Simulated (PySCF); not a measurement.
# How methods differ on the ionisation energy of Sc⁺

Sc⁺ [Ar] 3d1 4s1 (3D) → Sc²⁺ [Ar] 3d1 (2D), as a difference of total energies. Computed with PySCF 2.14 in x2c-TZVPPall with one added diffuse shell each of s, p, d, f type (7s6p5d3f1g, 80 functions), with the spin-free X2C one-electron Hamiltonian (Gaussian nucleus). Correlated levels: valence and next inner shell: [Ne] frozen. The calculations carry no spin-orbit coupling.

Problem. Order these methods by the ionisation energy they give, lowest first.
A. MP2 (valence and next inner shell)
B. CCSD(T) (valence and next inner shell)
C. SCS-MP2 (valence and next inner shell)
D. UHF

Solution. D (12.227 eV), C (12.643 eV), A (12.768 eV), B (12.790 eV).

The reference lies between the lowest fine-structure levels, while these numbers refer to the centres of the terms.

Errors of the correlated levels include the incompleteness of this basis and the frozen core.

For comparison: 12.800 eV (measured; NIST Atomic Spectra Database, ionization energies).
